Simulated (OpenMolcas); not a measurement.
Computed transition rates of F3+

```
Program             : OpenMolcas
Method              : SS-CASPT2, IPEA 0.25 Eh, imaginary shift 0.1 Eh (closed shells correlated: 1s)
Basis               : ANO-RCC-VQZP [5s4p3d2f1g]
Scalar Hamiltonian  : DKH2, point nucleus
Active space        : 4 electrons in 8 orbitals (2s 2p 3s 3p)
State averaging     : 2S+1 = 3 even, 3 roots; 2S+1 = 1 even, 6 roots; 2S+1 = 5 odd, 1 root; 2S+1 = 3 odd, 9 roots; 2S+1 = 1 odd, 8 roots
Spin-orbit coupling : RASSI with atomic mean-field integrals over the reference wave functions, term energies averaged over their components
```

Rates come from the transition moments of the reference wave functions (E1 and E2 in the length form). At fixed line strength A goes as λ^-3 for E1 and M1 and as λ^-5 for E2, so a rate at the computed wavelength can be rescaled to the measured one. Measured vacuum wavelengths follow from level energies in Moore, Atomic Energy Levels, vol. I, NSRDS-NBS 35 (1971 reprint of NBS Circular 467, 1949). Branching counts decays inside the model space alone, at computed energies, and the table is only a selection of the E2 and M1 lines, drawn from those between levels with measured partners whose computed energy lies within a factor of 1.5 of the measured one.

```
      Upper        Lower  Type  λ computed (nm)  λ measured (nm)  A computed (s-1)  A rescaled (s-1)  Branching %
2s2 2p2 1S0  2s2 2p2 1D2    E2            359.1            353.3          2.18e+00          2.36e+00         68.2
2s2 2p2 1S0  2s2 2p2 3P1    M1            187.7            187.6          1.01e+00                           31.7
2s2 2p2 1D2  2s2 2p2 3P2    M1            399.9              406          8.78e-02                           74.0
2s2 2p2 1D2  2s2 2p2 3P1    M1            393.3            399.7          3.07e-02                           25.9
2s2 2p2 3P2  2s2 2p2 3P1    M1            23990            25760          9.81e-04          7.92e-04        100.0
2s2 2p2 3P1  2s2 2p2 3P0    M1            46140            44400          1.84e-04          2.06e-04        100.0
```

Spin-changing lines and M1 lines between different terms are not rescaled, since their strength hangs on the term gaps too.

The largest correction is for 2s2 2p2 3P2 → 2s2 2p2 3P1 (M1): 9.81e-04 × (23990 / 25760)^3 = 7.92e-04 s-1, a factor of 0.81.

The computed rate and branching of 2s2 2p2 3P1 → 2s2 2p2 3P0 give the upper level a radiative lifetime of 1.000 / 1.84e-04 s-1 = 5.43e+03 s, counting decays inside the model space alone. The rescaled rate gives about 4.8e+03 s.

No measured rate stands beside these. Rescaling mends the energy factor alone: line strengths can still be far off where a level mixes with configurations outside the active space, and weak or spin-changing lines hang on small mixing coefficients that depend on the term gaps too, so rescaling need not improve them.

CASPT2 breaks the degeneracy within a term, and the mean is taken; among the terms shown or strongly mixed into the levels shown the widest spread is 33 cm-1 (2s2 2p2 1D). Active for correlation alone: 3p 3s; no level in the range computed is led by a configuration that fills them, so any true level of that kind is missing. Computed and measured levels are paired by configuration, term and J; levels that our copy of the source lacks, or whose pairing is in doubt (as where it misses far off the trend of its configuration), stay unpaired. Levels of configurations outside the active space are missing.
